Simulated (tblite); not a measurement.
C5H10GeSi.
SMILES with atom numbers: `[CH3:1]/[CH:2]=[CH:3]/[GeH2:4][C:5]#[C:6][SiH3:7]` (hydrogens: H8, H9, H10 on C1; H11 on C2; H12 on C3; H13, H14 on Ge4; H15, H16, H17 on Si7)

Computed with GFN2-xTB (tblite), gas phase: L-BFGS steps from a force-field or distance-geometry start until the largest atomic force falls under 0.01 eV/Å.

The end geometry, which sets the zero of energy:
```
atom  x, y, z in Å
C1     -2.9829    1.1800    0.3096
C2     -1.7577    0.3426    0.1647
C3     -1.7431   -0.9823    0.1101
Ge4    -0.1224   -2.0343   -0.0909
C5      1.3945   -0.8926   -0.1377
C6      2.3455   -0.1427   -0.1701
Si7     3.8069    0.9908   -0.2149
H8     -3.8780    0.5637    0.3565
H9     -2.9201    1.7818    1.2161
H10    -3.0691    1.8654   -0.5336
H11    -0.8237    0.8900    0.1026
H12    -2.6804   -1.5225    0.1746
H13    -0.1353   -2.8406   -1.3623
H14     0.0544   -3.0100    1.0410
H15     3.5421    2.0426   -1.2011
H16     4.9862    0.2107   -0.5965
H17     3.9762    1.5695    1.1210
```

Question: These geometries come from the run, each turned onto the end geometry. Order them by energy, lowest first.
A.
```
atom  x, y, z in Å
C1     -2.8494    1.2180    0.2858
C2     -1.7323    0.2625    0.0377
C3     -1.7401   -1.0456    0.2701
Ge4    -0.1589   -2.0760   -0.1788
C5      1.3322   -0.9103   -0.1523
C6      2.2629   -0.1342   -0.1369
Si7     3.7019    1.0211   -0.0930
H8     -3.6245    0.7541    0.8920
H9     -2.4705    2.1226    0.7617
H10    -3.3147    1.5162   -0.6540
H11    -0.8340    0.6989   -0.3872
H12    -2.6175   -1.5315    0.6753
H13    -0.2503   -2.6412   -1.5684
H14     0.0974   -3.2058    0.7839
H15     3.4597    2.1014   -1.0545
H16     4.9161    0.2848   -0.4518
H17     3.8151    1.5770    1.2595
```
B.
```
atom  x, y, z in Å
C1     -2.8517    1.1801    0.2776
C2     -1.7346    0.2287    0.0146
C3     -1.7615   -1.0534    0.2577
Ge4    -0.1593   -2.0497   -0.1750
C5      1.3441   -0.8896   -0.1495
C6      2.2963   -0.1286   -0.1395
Si7     3.7120    1.0375   -0.1010
H8     -3.6135    0.7674    0.9530
H9     -2.4277    2.0574    0.7602
H10    -3.2533    1.4717   -0.6996
H11    -0.8258    0.6840   -0.3949
H12    -2.6530   -1.5369    0.6631
H13    -0.3085   -2.5357   -1.6020
H14     0.0786   -3.1568    0.8562
H15     3.4382    2.1161   -1.0695
H16     4.9041    0.2579   -0.4362
H17     3.8089    1.5622    1.2739
```
C.
```
atom  x, y, z in Å
C1     -2.9399    1.1963    0.3110
C2     -1.7560    0.3277    0.0615
C3     -1.7352   -0.9936    0.1704
Ge4    -0.1359   -2.0556   -0.1505
C5      1.3750   -0.9054   -0.2245
C6      2.3276   -0.1569   -0.2140
Si7     3.7709    0.9983   -0.1496
H8     -3.8071    0.6027    0.5929
H9     -2.7181    1.9099    1.1063
H10    -3.1735    1.7633   -0.5907
H11    -0.8522    0.8518   -0.2272
H12    -2.6372   -1.5182    0.4663
H13    -0.1915   -2.8435   -1.4342
H14     0.0888   -3.0444    0.9620
H15     3.5320    2.0900   -1.0983
H16     4.9798    0.2498   -0.5024
H17     3.8655    1.5399    1.2098
```
D.
```
atom  x, y, z in Å
C1     -2.9586    1.1867    0.3078
C2     -1.7550    0.3348    0.0888
C3     -1.7361   -0.9904    0.1484
Ge4    -0.1281   -2.0449   -0.1265
C5      1.3776   -0.8920   -0.2120
C6      2.3173   -0.1271   -0.2131
Si7     3.7841    0.9999   -0.1748
H8     -3.8439    0.5777    0.4730
H9     -2.8025    1.8268    1.1755
H10    -3.1282    1.8345   -0.5517
H11    -0.8389    0.8732   -0.1272
H12    -2.6538   -1.5230    0.3662
H13    -0.1871   -2.8653   -1.3870
H14     0.1014   -3.0125    1.0063
H15     3.5707    2.0842   -1.1373
H16     4.9708    0.2192   -0.5332
H17     3.9034    1.5302    1.1858
```
E.
```
atom  x, y, z in Å
C1     -2.9167    1.2080    0.3086
C2     -1.7473    0.3281    0.0218
C3     -1.7095   -0.9862    0.1953
Ge4    -0.1376   -2.0716   -0.1754
C5      1.4017   -0.9597   -0.2087
C6      2.3451   -0.1996   -0.1873
Si7     3.7471    1.0044   -0.1189
H8     -3.7296    0.6517    0.7700
H9     -2.6169    2.0179    0.9731
H10    -3.2821    1.6608   -0.6135
H11    -0.8666    0.8364   -0.3531
H12    -2.5892   -1.4935    0.5713
H13    -0.2218   -2.7989   -1.4926
H14     0.0587   -3.1156    0.8935
H15     3.4581    2.0758   -1.0764
H16     4.9962    0.3237   -0.4660
H17     3.8035    1.5305    1.2473
```

Answer: D (0.005 eV), C (0.008 eV), E (0.015 eV), A (0.046 eV), B (0.162 eV).

In the order of the answer:

```
step  E above end (eV)  largest force (eV/Å)  rms force component (eV/Å)  rms distance from end (Å)  rms bond change (Å)  bond most changed (Å)
  78             0.005                  0.05                       0.015                      0.102                0.001         Ge4–H14 +0.003
  64             0.008                  0.06                       0.021                      0.163                0.001          C3–Ge4 +0.004
  52             0.015                  0.04                       0.014                      0.255                0.001          C3–Ge4 +0.003
   9             0.046                  0.22                       0.072                      0.349                0.002          Ge4–C5 -0.006
   1             0.162                  1.28                       0.358                      0.361                0.011         Ge4–H14 +0.027
```

What follows is the cost of the whole relaxation. Hardware: Intel Xeon at 2.50 GHz, one thread, no GPU, shared host with 64 logical CPUs at a one-minute load of 62. Cost: 2.4 s.
